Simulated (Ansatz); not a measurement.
Geometry optimisation, Ansatz 0.2.0, RKS B3LYP-D4/STO-3G.

Input file:

```yaml
crystal:
  periodic: [false, false, false]
  atoms:
    - { symbol: C, position_ang: [0.0804, -1.9107, 1.083] }
    - { symbol: C, position_ang: [-0.5538, -0.6813, 0.8513] }
    - { symbol: Si, position_ang: [-0.1035, 0.5676, -0.403] }
    - { symbol: O, position_ang: [-1.09431, 0.39426, -1.83378] }
    - { symbol: O, position_ang: [-0.21683, 2.10707, 0.12165] }
    - { symbol: S, position_ang: [1.88841, 0.19428, -1.07865] }
    - { symbol: H, position_ang: [0.9159, -2.2092, 0.5026] }
    - { symbol: H, position_ang: [-0.3072, -2.5137, 1.8367] }
    - { symbol: H, position_ang: [-1.4021, -0.3712, 1.4951] }
    - { symbol: H, position_ang: [-0.88751, -0.39428, -2.3021] }
    - { symbol: H, position_ang: [-1.09255, 2.43391, 0.17079] }
    - { symbol: H, position_ang: [2.05122, 1.3745, -1.64607] }
basis:
  gaussian: { orbitals: STO-3G }
hamiltonian:
  xc: b3lyp
  dispersion: d4
relax:
  f_tol: 0.015
  max_steps: 40
```

Launched with:

```bash
$ ansatz run input.yaml --threads 1 --pin off --max-ram 2048MiB --backend cpu --events-out ev --progress --plain --runs-dir out
```

Problem. Where does it end, and by what steps?

Solution. The run converged. The force dipped under the threshold on the way, but the program's further checks kept it going. Limits of this set-up: minimal basis. After 30 steps the energy has fallen by 1.010 eV; H11 moved furthest, 0.83 Å.

```csv
step,energy less start (eV),largest force component (eV/Å),accepted
0,0.0000,5.800,yes
2,-0.8584,1.214,yes
4,-0.9064,0.574,no
6,-0.9838,0.152,yes
8,-0.9934,0.109,yes
10,-0.9945,0.167,yes
12,-0.9982,0.102,yes
14,-0.8397,2.602,no
16,-1.0005,0.047,yes
18,-0.9546,0.783,no
20,-1.0077,0.025,yes
22,-1.0090,0.038,yes
24,-1.0096,0.018,yes
26,-1.0080,0.194,no
28,-1.0103,0.015,yes
30,-1.0103,0.011,yes
```

```xyz
12
Properties=species:S:1:pos:R:3
C 0.121 -1.881 1.081
C -0.606 -0.777 0.878
Si -0.167 0.555 -0.351
O -1.144 0.564 -1.761
O -0.540 2.043 0.397
S 1.900 0.271 -0.854
H 1.057 -2.072 0.536
H -0.165 -2.657 1.804
H -1.530 -0.651 1.461
H -0.991 -0.348 -2.197
H -0.537 2.724 -0.367
H 1.878 1.222 -1.828
```

Whether the end is a true minimum wasn't checked by a vibrational analysis.

Run time: 110 s on 1 thread of Intel(R) Xeon(R) Platinum 8275CL CPU @ 3.00GHz (Skylake/Cascade Lake), on a shared host, peak memory 0.17 GiB.
